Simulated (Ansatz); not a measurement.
The lowest singlet and triplet of Cl2Si (SMILES Cl[Si]Cl); geometries from B3LYP-D3(BJ)/def2-TZVP, each state relaxed from the structure named, with no frequency check.
Singlet (charge 0, multiplicity 1):
```xyz
3

Cl    -1.6230    -0.3869     0.0000
Si    -0.0007     0.9367     0.0000
Cl     1.6236    -0.3845     0.0000
```
Triplet (charge 0, multiplicity 3):
| atom | x (Å) | y (Å) | z (Å) |
|---|---|---|---|
| Cl | -1.7713 | -0.3094 | 0.0000 |
| Si | -0.0005 | 0.7486 | 0.0000 |
| Cl | 1.7717 | -0.3071 | 0.0000 |

A positive gap puts the triplet lower; no zero-point energy. R- takes a restricted singlet. The triplet is unrestricted in single-reference levels. Active spaces average the two states.

Frozen-core correlation.

Codes used: Ansatz (a first-principles code). Each number belongs to the level named beside it.

Estimate the gap E(singlet) − E(triplet), adiabatic that R-BHLYP/def2-TZVPP returns for this input.

-2.21 eV
